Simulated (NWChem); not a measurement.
System: isopropylamine (C3H9N); SMILES CC(C)N

Parts of the log:

```
             Northwest Computational Chemistry Package (NWChem) 7.3.0
             --------------------------------------------------------

 CS  symmetry detected

                             Geometry "geometry" -> ""
                             -------------------------

 Output coordinates in angstroms (scale by  1.889725989 to convert to a.u.)

  No.       Tag          Charge          X              Y              Z
 ---- ---------------- ---------- -------------- -------------- --------------
    1 C                    6.0000     0.69481237     0.11407112     1.25645427
    2 C                    6.0000    -0.02306572    -0.37200166     0.00000000
    3 C                    6.0000     0.69481237     0.11407112    -1.25645427
    4 N                    7.0000    -1.37519804     0.17194348     0.00000000
    5 H                    1.0000     1.72422418    -0.23427976     1.26481772
    6 H                    1.0000     0.68576344     1.20027781     1.28221617
    7 H                    1.0000     0.19587794    -0.25672515     2.14941758
    8 H                    1.0000    -0.01697935    -1.48037783     0.00000000
    9 H                    1.0000     0.19587794    -0.25672515    -2.14941758
   10 H                    1.0000     0.68576344     1.20027781    -1.28221617
   11 H                    1.0000     1.72422418    -0.23427976    -1.26481772
   12 H                    1.0000    -1.88385983    -0.13930789    -0.82032184
   13 H                    1.0000    -1.88385983    -0.13930789     0.82032184

 Effective nuclear repulsion energy (a.u.)     136.0955133181

      Symmetry information
      --------------------

 Group name             Cs
 Group number              2
 Group order               2
 No. of unique centers     8

  pbe96 is a nonlocal functional; adding pw91lda local functional.

                           NWChem Geometry Optimization
                           ----------------------------

 maximum gradient threshold         (gmax) =   0.000450
 rms gradient threshold             (grms) =   0.000300
 maximum cartesian step threshold   (xmax) =   0.001800
 rms cartesian step threshold       (xrms) =   0.001200
 fixed trust radius                (trust) =   0.300000
 source of zmatrix                         =

          -------------------
          Energy Minimization
          -------------------

 Using diagonal initial Hessian

          --------
          Step   0

                                 NWChem DFT Module
                                 -----------------

 Summary of "ao basis" -> "ao basis" (spherical)
 ------------------------------------------------------------------------------
       Tag                 Description            Shells   Functions and Types
 ---------------- ------------------------------  ------  ---------------------
 C                           6-31g*                  6       14   3s2p1d
 N                           6-31g*                  6       14   3s2p1d
 H                           6-31g*                  2        2   2s

      Symmetry analysis of basis
      --------------------------

        a'         44
        a"         30

            General Information
            -------------------
          SCF calculation type: DFT
          Wavefunction type:  closed shell.
          No. of atoms     :    13
          No. of electrons :    34
           Alpha electrons :    17
            Beta electrons :    17
          Charge           :     0
          Spin multiplicity:     1
          Use of symmetry is: on ; symmetry adaption is: on
          Maximum number of iterations: 150
          AO basis - number of functions:    74
                     number of shells:    42
          Convergence on energy requested:  1.00D-06
          Convergence on density requested:  1.00D-05
          Convergence on gradient requested:  5.00D-04

              XC Information
              --------------
          PerdewBurkeErnzerhof Exchange Functional  1.000
            Perdew 1991 LDA Correlation Functional  1.000 local
           PerdewBurkeErnz. Correlation Functional  1.000 non-local

             Grid Information
             ----------------
          Grid used for XC integration:  medium
          Radial quadrature: Mura-Knowles
          Angular quadrature: Lebedev.
          Tag              B.-S. Rad. Rad. Pts. Rad. Cut. Ang. Pts.
          ---              ---------- --------- --------- ---------
          C                   0.70       49          10.0       434
          N                   0.65       49           9.0       434
          H                   0.35       45          11.0       434
          Grid pruning is: on
          Number of quadrature shells:   372
          Spatial weights used:  Erf1

      Superposition of Atomic Density Guess
      -------------------------------------

 Sum of atomic energies:        -171.75859354

      Non-variational initial energy
      ------------------------------

 Total energy =    -174.525985
 1-e energy   =    -498.970061
 2-e energy   =     188.348563
 HOMO         =      -0.302285
 LUMO         =       0.116835

      Symmetry analysis of molecular orbitals - initial
      -------------------------------------------------

  Numbering of irreducible representations:

     1 a'          2 a"

  Orbital symmetries:

     1 a'          2 a'          3 a"          4 a'          5 a'
     6 a'          7 a"          8 a'          9 a'         10 a"
    11 a'         12 a"         13 a"         14 a'         15 a'
    16 a"         17 a'         18 a'         19 a'         20 a"
    21 a'         22 a"         23 a'         24 a'         25 a"
    26 a'         27 a"

   convergence    iter        energy       DeltaE   RMS-Dens  Diis-err
 ---------------- ----- ----------------- --------- --------- ---------
 d= 0,ls=0.0,diis     1   -174.1830360465 -3.10D+02  1.19D-02  4.61D-01
 d= 0,ls=0.0,diis     2   -174.1967495739 -1.37D-02  7.40D-03  3.14D-01
 d= 0,ls=0.0,diis     3   -174.2215126489 -2.48D-02  2.66D-03  9.08D-02
 d= 0,ls=0.0,diis     4   -174.2310553464 -9.54D-03  4.81D-04  1.51D-03
 d= 0,ls=0.0,diis     5   -174.2312067002 -1.51D-04  1.41D-04  2.08D-04
  Resetting Diis
 d= 0,ls=0.0,diis     6   -174.2312320727 -2.54D-05  2.42D-05  3.30D-06
 d= 0,ls=0.0,diis     7   -174.2312324463 -3.74D-07  1.33D-05  2.39D-07
 d= 0,ls=0.0,diis     8   -174.2312324247  2.16D-08  7.38D-06  4.20D-07

         Total DFT energy =     -174.231232424730
      One electron energy =     -503.526497231699
           Coulomb energy =      219.564249057308
    Exchange-Corr. energy =      -26.364497568440
 Nuclear repulsion energy =      136.095513318101

 Numeric. integr. density =       33.999995989644

                  Occupations of the irreducible representations
                  ----------------------------------------------

                     irrep           alpha         beta
                     --------     --------     --------
                     a'               11.0         11.0
                     a"                6.0          6.0

                       DFT Final Molecular Orbital Analysis
                       ------------------------------------

 Vector   15  Occ=2.000000D+00  E=-2.929632D-01  Symmetry=a'
              MO Center=  2.4D-01,  2.1D-02,  2.8D-16, r^2= 2.9D+00
   Bfn.  Coefficient  Atom+Function         Bfn.  Coefficient  Atom+Function
  ----- ------------  ---------------      ----- ------------  ---------------
    18      0.251871   2 C  py                4     -0.226580   1 C  py
    32     -0.226580   3 C  py               17      0.188982   2 C  px
    64     -0.178961   8 H  s                63     -0.171160   8 H  s
    46      0.160171   4 N  py               60     -0.155866   6 H  s
    68     -0.155866  10 H  s                59     -0.154573   6 H  s

 Vector   16  Occ=2.000000D+00  E=-2.838889D-01  Symmetry=a"
              MO Center=  2.6D-01, -9.5D-02, -5.8D-16, r^2= 2.9D+00
   Bfn.  Coefficient  Atom+Function         Bfn.  Coefficient  Atom+Function
  ----- ------------  ---------------      ----- ------------  ---------------
    19      0.355980   2 C  pz                5     -0.318295   1 C  pz
    33     -0.318295   3 C  pz               62     -0.176671   7 H  s
    66      0.176671   9 H  s                 9     -0.161304   1 C  pz
    37     -0.161304   3 C  pz               61     -0.157298   7 H  s
    65      0.157298   9 H  s                23      0.135545   2 C  pz

 Vector   17  Occ=2.000000D+00  E=-1.771823D-01  Symmetry=a'
              MO Center= -1.1D+00,  1.7D-01, -3.0D-16, r^2= 1.5D+00
   Bfn.  Coefficient  Atom+Function         Bfn.  Coefficient  Atom+Function
  ----- ------------  ---------------      ----- ------------  ---------------
    46      0.531086   4 N  py               50      0.449527   4 N  py
    48      0.281876   4 N  s                64      0.223226   8 H  s
    18     -0.148328   2 C  py               63      0.148561   8 H  s
     6     -0.136397   1 C  s                34     -0.136397   3 C  s
    44      0.130566   4 N  s                60      0.092160   6 H  s

 Vector   18  Occ=0.000000D+00  E= 5.663771D-02  Symmetry=a'
              MO Center= -6.3D-01, -3.5D-01,  9.6D-15, r^2= 5.7D+00
   Bfn.  Coefficient  Atom+Function         Bfn.  Coefficient  Atom+Function
  ----- ------------  ---------------      ----- ------------  ---------------
    48      1.016191   4 N  s                72     -0.766190  12 H  s
    74     -0.766190  13 H  s                20      0.708604   2 C  s
     6      0.690418   1 C  s                34      0.690418   3 C  s
    64     -0.562230   8 H  s                62     -0.516595   7 H  s
    66     -0.516595   9 H  s                58     -0.507538   5 H  s

 Vector   19  Occ=0.000000D+00  E= 1.126416D-01  Symmetry=a'
              MO Center= -8.5D-02,  3.5D-01, -3.0D-14, r^2= 6.0D+00
   Bfn.  Coefficient  Atom+Function         Bfn.  Coefficient  Atom+Function
  ----- ------------  ---------------      ----- ------------  ---------------
     6      1.174781   1 C  s                34      1.174781   3 C  s
    48     -1.110238   4 N  s                60     -0.891421   6 H  s
    68     -0.891421  10 H  s                72      0.628518  12 H  s
    74      0.628518  13 H  s                62     -0.529716   7 H  s
    66     -0.529716   9 H  s                20      0.437175   2 C  s

 Vector   20  Occ=0.000000D+00  E= 1.187487D-01  Symmetry=a"
              MO Center= -1.0D+00, -1.8D-01, -2.1D-14, r^2= 5.3D+00
   Bfn.  Coefficient  Atom+Function         Bfn.  Coefficient  Atom+Function
  ----- ------------  ---------------      ----- ------------  ---------------
    72      1.015770  12 H  s                74     -1.015770  13 H  s
    62     -0.834820   7 H  s                66      0.834820   9 H  s
     6      0.824502   1 C  s                34     -0.824502   3 C  s
    51      0.767160   4 N  pz                9      0.415571   1 C  pz
    37      0.415571   3 C  pz               60     -0.343629   6 H  s

     Multipole analysis of the density
     ---------------------------------

     L   x y z        total         alpha         beta         nuclear
     -   - - -        -----         -----         ----         -------
     0   0 0 0     -0.000000    -17.000000    -17.000000     34.000000

     1   1 0 0     -0.126017     -0.063008     -0.063008     -0.000000
     1   0 1 0     -0.474711     -0.237356     -0.237356      0.000000
     1   0 0 1      0.000000      0.000000      0.000000     -0.000000

     2   2 0 0    -18.751697    -68.469592    -68.469592    118.187487
     2   1 1 0      1.563166     -0.352466     -0.352466      2.268097
     2   1 0 1     -0.000000     -0.000000     -0.000000      0.000000
     2   0 2 0    -21.242337    -22.310450    -22.310450     23.378562
     2   0 1 1     -0.000000     -0.000000     -0.000000     -0.000000
     2   0 0 2    -19.416107    -74.018744    -74.018744    128.621380

[...]

      ----------------------
      Optimization converged
      ----------------------

  Step       Energy      Delta E   Gmax     Grms     Xrms     Xmax
  ---- ---------------- -------- -------- -------- -------- --------
@   16    -174.23312622 -4.0D-07  0.00007  0.00003  0.00063  0.00139
                                     ok       ok       ok       ok

                         Geometry "geometry" -> "geometry"
                         ---------------------------------

 Output coordinates in angstroms (scale by  1.889725989 to convert to a.u.)

  No.       Tag          Charge          X              Y              Z
 ---- ---------------- ---------- -------------- -------------- --------------
    1 C                    6.0000     0.69431754     0.11717013     1.26688677
    2 C                    6.0000    -0.02350137    -0.36126533     0.00000000
    3 C                    6.0000     0.69431754     0.11717013    -1.26688677
    4 N                    7.0000    -1.39159029     0.19055934     0.00000000
    5 H                    1.0000     1.73172187    -0.25761639     1.30079416
    6 H                    1.0000     0.71278753     1.22035051     1.29729378
    7 H                    1.0000     0.17838944    -0.23962848     2.17707979
    8 H                    1.0000    -0.00626513    -1.47789768     0.00000000
    9 H                    1.0000     0.17838944    -0.23962848    -2.17707979
   10 H                    1.0000     0.71278753     1.22035051    -1.29729378
   11 H                    1.0000     1.73172187    -0.25761639    -1.30079416
   12 H                    1.0000    -1.89734144    -0.17215580    -0.81835554
   13 H                    1.0000    -1.89734144    -0.17215580     0.81835554

 Effective nuclear repulsion energy (a.u.)     134.7921468516

      Symmetry information
      --------------------

 Group name             Cs
 Group number              2
 Group order               2
 No. of unique centers     8

 ==============================================================================
                                internuclear distances
 ------------------------------------------------------------------------------
       center one      |      center two      | atomic units |  angstroms
 ------------------------------------------------------------------------------
    2 C                |   1 C                |     2.89638  |     1.53270
    3 C                |   2 C                |     2.89638  |     1.53270
    4 N                |   2 C                |     2.78770  |     1.47519
    5 H                |   1 C                |     2.08541  |     1.10355
    6 H                |   1 C                |     2.08579  |     1.10375
    7 H                |   1 C                |     2.08893  |     1.10541
    8 H                |   2 C                |     2.11038  |     1.11677
    9 H                |   3 C                |     2.08893  |     1.10541
   10 H                |   3 C                |     2.08579  |     1.10375
   11 H                |   3 C                |     2.08541  |     1.10355
   12 H                |   4 N                |     1.94288  |     1.02813
   13 H                |   4 N                |     1.94288  |     1.02813
 ------------------------------------------------------------------------------
                         number of included internuclear distances:         12
 ==============================================================================
```

Level: PBE/6-31G* (spherical d). 

**Question.** Which NWChem input produces such a log?

**Answer.** This is not unique; one that fits is the input that was run:
```
start job
memory heap 200 mb stack 900 mb global 1100 mb
geometry units angstroms noautoz
  C     -0.532479     1.228348     0.560835
  C     -0.004804     0.127400    -0.355543
  C      1.431765    -0.238500     0.008735
  N     -0.840215    -1.054899    -0.187030
  H      0.097987     2.111216     0.496305
  H     -0.543037     0.872020     1.587241
  H     -1.546779     1.505226     0.280934
  H     -0.016600     0.504063    -1.397906
  H      1.813455    -1.004113    -0.663543
  H      1.461481    -0.624904     1.023821
  H      2.075306     0.634604    -0.059469
  H     -0.520614    -1.805234    -0.789718
  H     -1.803042    -0.847549    -0.429259
end
basis spherical
  * library 6-31g*
end
dft
  xc xpbe96 cpbe96
  iterations 150
end
driver
  maxiter 150
end
task dft optimize
```
